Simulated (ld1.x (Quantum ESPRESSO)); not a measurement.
## Varying the TM potential for Er

Base potential:

ld1.x (Quantum ESPRESSO) 7.5 input, shortened:

```
&input
   title='Er', zed=68., rel=1, dft='PZ', iswitch=3,
   config='[Xe] 4f11 5d1 6s0 6p0'
 /
 &inputp
   pseudotype=2, tm=.true., lloc=2,
   nlcc=.false.
 /
3
5S  1  0   2.00   0.00  1.55  1.55  0.0
5P  2  1   6.00   0.00  1.70  1.70  0.0
5D  3  2   1.00   0.00  2.45  2.45  0.0
 &test
   configts(1)='5s2 5p6 5d1 6s0 6p0'
 /
```

All-electron outer shells of the reference configuration (LDA (PZ), scalar-relativistic, ld1.x):

```csv
shell,level (eV),outermost node (bohr),outermost maximum (bohr)
5s,-70.62,0.60,1.10
5p,-44.28,0.65,1.26
4f,-24.13,–,0.51
6s,-16.04,1.47,2.87
5d,-15.40,0.72,1.81
6p,-11.12,1.75,3.55
```

Cutoffs, loose and tight: the cutoffs (Ry, on a coarse ladder) from which the occupation-weighted sum of valence levels, in a spherical-Bessel basis at the reference potential, stays within 10 and 1 mRy of its value at 400 Ry. They do not see the model core or the augmentation charge, which bear on the density cutoff. Test errors are all-electron minus pseudo excitation energies from the reference, over the configurations 5s2 5p6 5d1 6s2 6p0; 5s2 5p6 5d1 6s1 6p0; 5s2 5p6 5d0 6s0 6p0; 5s2 5p6 5d2 6s0 6p0; 5s2 5p6 5d2 6s1 6p0; 5s2 5p6 5d1 6s0 6p1; 5s2 5p6 5d1 6s0 6p2 (two spin-polarised tests are not counted in the largest error). A dash means not determined; rows that change the core or the reference have their own tests. The largest error is taken over the tests solved by every variant that gives reliable tests at all: 5s2 5p6 5d0 6s0 6p0; 5s2 5p6 5d1 6s0 6p1; 5s2 5p6 5d1 6s0 6p2; 5s2 5p6 5d2 6s0 6p0.

A true bound ghost makes a file unfit for plane-wave use even where its test errors are small: the radial tests pick states by their node count and pass the ghost by. Where a test does run into it, the solver fails or the error is huge.

Cutoffs are not given where the Bessel-basis levels miss the radial ones by over 6 mRy, ghosts where they miss by over 20 mRy; a channel whose overlap is not positive is not tested.

On the changes marked as counting shells twice: ld1.x takes every shell without a wave as core, so the model core holds the marked electrons as well and exchange and correlation see them twice. This cancels in the reference configuration, but the file is broken for other ones, and its errors say nothing about a proper core correction.

```tsv
change	outcome	cutoff, loose	cutoff, tight	bound ghosts	largest test error (meV)
base	generated	70 Ry	110 Ry	s	+581
core correction a·sin(br)/r model core inside 0.66 bohr	generated	70 Ry	110 Ry	s	+545
functional PW91	generated	70 Ry	110 Ry	s	+610
fully relativistic	generated, misses its reference levels by 0.26 eV	–	–	s, p3/2, p1/2	-65
core [Kr] 4d10, valence charge 22; reference 4f12 5s2 5p6 5d0 6s2 6p0; waves now 5s (bound): rc 2.20 bohr; 5p (bound): rc 1.75 bohr; 5d (bound): rc 2.55 bohr; 4f (bound): rc 0.65 bohr; local potential all-electron potential smoothed inside 0.55 bohr (lloc = -1); core correction a·sin(br)/r model core inside 0.45 bohr (6s counted twice)	generated	–	–	s, p	-1065 over the solved tests; 1 of 9 tests not solved or not reliable
```

(1) What comes out with this change to the base: reference 5s2 5p6 5d0 6s0 6p0?

(2) What comes out with this change to the base: wave 5d (bound): rc 2.45 bohr becomes 5d (bound): rc 3.40 bohr?

## Answers

(1) outcome: generated; cutoff, loose: 70 Ry; cutoff, tight: 110 Ry; bound ghosts: s; largest test error (meV): -509 over the solved tests; 3 of 9 tests not solved or not reliable.

(2) outcome: generated; cutoff, loose: 70 Ry; cutoff, tight: 110 Ry; bound ghosts: s; largest test error (meV): +27.
